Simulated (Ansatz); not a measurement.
Cost and result up the ladder for (CdS)6 prism (Cd₆S₆) (12 atoms). Total charge 0; singlet. Geometry: r2SCAN-D4/def2-SVP.

```
atom   x (Å)   y (Å)   z (Å)
 Cd1   0.897   2.221  -0.207
  S2   1.267   1.738   2.183
 Cd3   1.396  -0.699   1.829
  S4   1.808  -2.470   0.162
 Cd5   1.310  -0.997  -1.752
  S6   1.155   1.348  -2.499
 Cd7  -1.396   0.699  -1.829
  S8  -1.808   2.470  -0.162
 Cd9  -1.310   0.997   1.752
 S10  -1.155  -1.348   2.499
Cd11  -0.897  -2.222   0.207
 S12  -1.267  -1.738  -2.183
```

Ansatz on 2 threads of AMD EPYC 7R13 on a shared host and a share (18 GiB) of an NVIDIA H100 80GB HBM3. Times are rough, and most runs start from the orbitals of an earlier one. r2SCAN0-D4/def2-TZVP serves as the yardstick here, not as an exact answer. Differences are given only for rows in sets of like size (and for xTB, whose basis is part of the method), since another set adds its own error. Binding counts from free atoms at the same level (Cd singlet, S triplet; other spins of the atoms weren't run), without zero-point energy or a counterpoise term.

In the def2 sets Cd takes a core potential; there is no spin–orbit coupling. Correlated methods freeze 30 core orbitals; core or outer-core shells of Cd are correlated, in sets that lack core-valence functions. Single mean-field runs in def2-TZVP are fitted with def2-universal-jkfit.

Correlated methods converge slowly with the basis.

```
                          level  functions  wall time
                PBE-D4/def2-SVP        294      3.6 s
               PBE0-D4/def2-SVP        294      4.5 s
             BHLYP-D4/def2-TZVP        462      4.8 s
                  MP2/def2-TZVP        462      5.5 s
PBE0-D4/def2-TZVP (with forces)        462        6 s
           r2SCAN0-D4/def2-TZVP        462        6 s
           r2SCANh-D4/def2-TZVP        462        6 s
 PBE-D4/def2-TZVP (with forces)        462      6.5 s
            r2SCAN-D4/def2-TZVP        462        7 s
              RPA@PBE/def2-TZVP        462      7.5 s
```

Question: Estimate what each level gives for the binding energy per atom (eV).

Answer: 
| level | binding energy per atom (eV) | difference from r2SCAN0-D4/def2-TZVP (eV) |
| --- | --- | --- |
| PBE-D4/def2-SVP | 2.23 | – |
| PBE0-D4/def2-SVP | 2.22 | – |
| BHLYP-D4/def2-TZVP | 2.00 | -0.18 |
| MP2/def2-TZVP | 2.17 | 0.00 |
| PBE0-D4/def2-TZVP (with forces) | 2.19 | 0.01 |
| r2SCAN0-D4/def2-TZVP | 2.18 | 0.00 |
| r2SCANh-D4/def2-TZVP | 2.20 | 0.03 |
| PBE-D4/def2-TZVP (with forces) | 2.18 | 0.01 |
| r2SCAN-D4/def2-TZVP | 2.23 | 0.05 |
| RPA@PBE/def2-TZVP | 1.85 | -0.32 |
